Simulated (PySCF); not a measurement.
CH₃BF₂ (SMILES CB(F)F), singlet, geometry from GFN2-xTB; B3LYP/STO-3G, optimisation and frequencies run with PySCF.

The PySCF input:
```python
from pyscf import gto, scf, dft
from pyscf.geomopt import geometric_solver
from pyscf.hessian import thermo

mol = gto.M(
    atom='''
B     0.032344   -0.035010    0.054432
F     1.323026   -0.295439   -0.015179
F    -0.547709   -0.533191    1.127851
C    -0.733016    0.781991   -1.046833
H    -1.744735    1.031652   -0.744107
H    -0.791712    0.208428   -1.970255
H    -0.205033    1.700695   -1.290852
''',
    basis='sto-3g',
    charge=0,
    spin=0,
    verbose=3,
)

def method(m):
    mf = dft.RKS(m)
    mf.xc = 'b3lyp'
    return mf

conv, mol_eq = geometric_solver.kernel(method(mol), maxsteps=100, convergence_set='GAU_TIGHT')
print('optimisation converged:', conv)
print(mol_eq.tostring(format='xyz'))
mf = method(mol_eq)
mf.kernel()
hess = mf.Hessian().kernel()
freq = thermo.harmonic_analysis(mf.mol, hess)
thermo.dump_normal_mode(mf.mol, freq)
th = thermo.thermo(mf, freq['freq_au'], 298.15, 101325)
thermo.dump_thermo(mf.mol, th)
```

What the program printed (banner, timings and long lists left out):

```
Custom engine selected.
Bonds will be generated from interatomic distances less than 1.20 times sum of covalent radii
21 internal coordinates being used (instead of 21 Cartesians)
Internal coordinate system (atoms numbered from 1):
Distance 1-2
Distance 1-3
Distance 1-4
Distance 4-5
Distance 4-6
Distance 4-7
Angle 2-1-4
Angle 3-1-4
Angle 1-4-5
Angle 1-4-6
Angle 1-4-7
Angle 5-4-6
Angle 5-4-7
Angle 6-4-7
Out-of-Plane 1-2-3-4
Dihedral 2-1-4-5
Dihedral 2-1-4-6
Dihedral 2-1-4-7
Dihedral 3-1-4-5
Dihedral 3-1-4-6
Dihedral 3-1-4-7
Translation-X 1-7
Translation-Y 1-7
Translation-Z 1-7
Rotation-A 1-7
Rotation-B 1-7
Rotation-C 1-7
<class 'geometric.internal.Distance'> : 6
<class 'geometric.internal.Angle'> : 8
<class 'geometric.internal.OutOfPlane'> : 1
<class 'geometric.internal.Dihedral'> : 6
<class 'geometric.internal.TranslationX'> : 1
<class 'geometric.internal.TranslationY'> : 1
<class 'geometric.internal.TranslationZ'> : 1
<class 'geometric.internal.RotationA'> : 1
<class 'geometric.internal.RotationB'> : 1
<class 'geometric.internal.RotationC'> : 1
> ===== Optimization Info: ====
> Job type: Energy minimization
> Maximum number of optimization cycles: 100
> Initial / maximum trust radius (Angstrom): 0.100 / 0.300
> Convergence Criteria:
> Will converge when all 5 criteria are reached:
>  |Delta-E| < 1.00e-06
>  RMS-Grad  < 1.00e-05
>  Max-Grad  < 1.50e-05
>  RMS-Disp  < 4.00e-05
>  Max-Disp  < 6.00e-05
> === End Optimization Info ===

Geometry optimization cycle 1
Cartesian coordinates (Angstrom)
 Atom        New coordinates             dX        dY        dZ
   B   0.032344  -0.035010   0.054432    0.000000  0.000000  0.000000
   F   1.323026  -0.295439  -0.015179    0.000000  0.000000  0.000000
   F  -0.547709  -0.533191   1.127851    0.000000  0.000000 -0.000000
   C  -0.733016   0.781991  -1.046833    0.000000  0.000000  0.000000
   H  -1.744735   1.031652  -0.744107    0.000000  0.000000  0.000000
   H  -0.791712   0.208428  -1.970255    0.000000 -0.000000  0.000000
   H  -0.205033   1.700695  -1.290852    0.000000  0.000000  0.000000

WARN: Mole.unit (angstrom) is changed to Bohr

converged SCF energy = -260.885493020328
--------------- RKS_Scanner gradients ---------------
         x                y                z
0 B    -0.0062946759     0.0064651988    -0.0088704859
1 F    -0.0153450590    -0.0014296154     0.0083237349
2 F     0.0146319950     0.0024170960    -0.0098817755
3 C    -0.0009160316     0.0001285018     0.0023187531
4 H     0.0095533950    -0.0031484379    -0.0022722092
5 H     0.0018059408     0.0051088846     0.0084727956
6 H    -0.0035838162    -0.0093438493     0.0017051531
----------------------------------------------
cycle 1: E = -260.88549302  dE = -260.885  norm(grad) = 0.0331855
Step    0 : Gradient = 1.254e-02/1.782e-02 (rms/max) Energy = -260.8854930203
[...]
Geometry optimization cycle 2
Cartesian coordinates (Angstrom)
 Atom        New coordinates             dX        dY        dZ
   B   0.058787  -0.063565   0.088569    0.026443 -0.028555  0.034137
   F   1.364075  -0.265056  -0.079517    0.041049  0.030383 -0.064338
   F  -0.629614  -0.517608   1.133243   -0.081905  0.015583  0.005392
   C  -0.720148   0.768472  -1.034118    0.012868 -0.013519  0.012715
   H  -1.745364   1.025041  -0.727105   -0.000629 -0.006611  0.017002
   H  -0.789717   0.191303  -1.972363    0.001995 -0.017125 -0.002108
   H  -0.193871   1.705887  -1.278535    0.011162  0.005192  0.012317
converged SCF energy = -260.885038292327
--------------- RKS_Scanner gradients ---------------
         x                y                z
0 B     0.0069605019    -0.0079025317     0.0101505352
1 F     0.0066121078     0.0063213322    -0.0132144015
2 F    -0.0154166252     0.0032980003     0.0002583240
3 C     0.0023951667    -0.0024788906     0.0038355595
4 H    -0.0014079177     0.0003081342     0.0005605664
5 H     0.0000251518    -0.0011407717    -0.0014461146
6 H     0.0009679162     0.0014276826    -0.0002420217
[...]
Step   94 : Displace = 3.635e-06/5.158e-06 (rms/max) Trust = 4.000e-06 (=) Grad = 1.922e-05/3.109e-05 (rms/max) E (change) = -260.8872499542 (+3.950e-09) Quality = -0.255
converged SCF energy = -260.887249950199
Step   95 : Displace = 3.668e-06/5.204e-06 (rms/max) Trust = 4.000e-06 (=) Grad = 1.942e-05/3.184e-05 (rms/max) E (change) = -260.8872499502 (+4.031e-09) Quality = -0.259
converged SCF energy = -260.887249945885
Step   96 : Displace = 3.659e-06/5.177e-06 (rms/max) Trust = 4.000e-06 (=) Grad = 1.958e-05/3.011e-05 (rms/max) E (change) = -260.8872499459 (+4.313e-09) Quality = -0.278
converged SCF energy = -260.887249942172
Step   97 : Displace = 3.692e-06/5.236e-06 (rms/max) Trust = 4.000e-06 (=) Grad = 1.916e-05/3.114e-05 (rms/max) E (change) = -260.8872499422 (+3.714e-09) Quality = -0.238
converged SCF energy = -260.887249938167
Step   98 : Displace = 3.627e-06/5.120e-06 (rms/max) Trust = 4.000e-06 (=) Grad = 1.913e-05/3.105e-05 (rms/max) E (change) = -260.8872499382 (+4.004e-09) Quality = -0.262
converged SCF energy = -260.887249934142
Step   99 : Displace = 3.630e-06/5.118e-06 (rms/max) Trust = 4.000e-06 (=) Grad = 1.912e-05/3.109e-05 (rms/max) E (change) = -260.8872499341 (+4.025e-09) Quality = -0.264
converged SCF energy = -260.887249930094
Step  100 : Displace = 3.634e-06/5.118e-06 (rms/max) Trust = 4.000e-06 (=) Grad = 1.904e-05/3.080e-05 (rms/max) E (change) = -260.8872499301 (+4.048e-09) Quality = -0.266
converged SCF energy = -260.887249930098
[...]
Reduced mass [au]                   1.6352              5.3628              1.3794
Force const [Dyne/A]                1.0093              6.2129              1.9422
Char temp [K]                    1472.6546           2017.5238           2224.1784
Normal mode                   x     y     z       x     y     z       x     y     z
       0   B                 0.02  0.12  0.08    0.13 -0.14  0.16   -0.03  0.04 -0.05
       1   F                -0.00 -0.01 -0.01   -0.07  0.01 -0.00    0.01 -0.00  0.00
       2   F                -0.00 -0.01 -0.01    0.03  0.04 -0.06   -0.01 -0.01  0.01
       3   C                -0.02 -0.10 -0.07   -0.02  0.02 -0.02    0.07 -0.07  0.10
       4   H                 0.12  0.12  0.20   -0.06  0.11 -0.17   -0.05  0.22 -0.41
       5   H                -0.24  0.40 -0.30   -0.10  0.13 -0.08   -0.23  0.41 -0.15
       6   H                 0.19 -0.10  0.39   -0.14  0.07 -0.12   -0.35  0.06 -0.33
Mode                                 9                  10                  11
Irrep
Freq [cm^-1]                     1598.9380           1689.5554           1695.9014
Reduced mass [au]                   5.9443              1.0502              1.1232
Force const [Dyne/A]                8.9540              1.7662              1.9034
Char temp [K]                    2300.5157           2430.8940           2440.0245
Normal mode                   x     y     z       x     y     z       x     y     z
       0   B                 0.21  0.05 -0.12   -0.00 -0.01 -0.01   -0.07 -0.02  0.04
       1   F                -0.07  0.01  0.01    0.00  0.00  0.00    0.02 -0.00 -0.00
       2   F                -0.04 -0.03  0.05   -0.00 -0.00  0.00    0.01  0.01 -0.02
       3   C                -0.04 -0.01  0.02   -0.00 -0.05 -0.03   -0.04 -0.01  0.02
       4   H                -0.01  0.06  0.04    0.22  0.63  0.20    0.10 -0.02  0.41
       5   H                 0.21  0.09 -0.06    0.31 -0.21  0.04    0.51  0.33 -0.22
       6   H                 0.10 -0.10 -0.12   -0.47  0.25  0.21    0.05 -0.16 -0.50
Mode                                12                  13                  14
Irrep
Freq [cm^-1]                     3297.7068           3447.7431           3471.0718
Reduced mass [au]                   1.0390              1.1014              1.1047
Force const [Dyne/A]                6.6572              7.7135              7.8421
Char temp [K]                    4744.6659           4960.5348           4994.0995
Normal mode                   x     y     z       x     y     z       x     y     z
       0   B                 0.00 -0.00  0.00    0.00  0.00  0.00   -0.00 -0.00  0.00
       1   F                 0.00 -0.00  0.00   -0.00  0.00  0.00    0.00 -0.00  0.00
       2   F                -0.00 -0.00  0.00    0.00  0.00  0.00    0.00  0.00 -0.00
       3   C                -0.02  0.03 -0.04    0.01  0.07  0.05   -0.08 -0.02  0.04
       4   H                 0.48 -0.10 -0.18    0.20 -0.03 -0.06    0.72 -0.15 -0.25
       5   H                 0.04  0.30  0.53   -0.06 -0.34 -0.63   -0.03 -0.09 -0.16
       6   H                -0.26 -0.49  0.09   -0.27 -0.51  0.12    0.23  0.45 -0.09
temperature 298.1500 [K]
pressure 101325.00 [Pa]
Rotational constants [GHz] 9.73123 8.07845 4.53879
Symmetry number 1
Zero-point energy (ZPE) 0.05093 [Eh]   133711.724 [J/mol]
                           tot       elec      trans        rot        vib
Entropy [J/mol/K]       306.338      0.000    160.583    101.729     44.025
Cv [J/mol/K]             57.114      0.000     12.472     12.472     32.171
Cp [J/mol/K]             65.429      0.000     20.786     12.472     32.171
Internal energy [J/mol]                      3718.434   3718.434 138646.832
Internal energy [Eh]   -260.83161  -260.88725
Enthalpy [J/mol]                             6197.391   3718.434 138646.832
Enthalpy [Eh]          -260.83067
Gibbs free energy [J/mol]                  -41680.507 -26612.158 125520.736
Gibbs free energy [Eh] -260.86545
```

The run did not converge; its last values are not results.
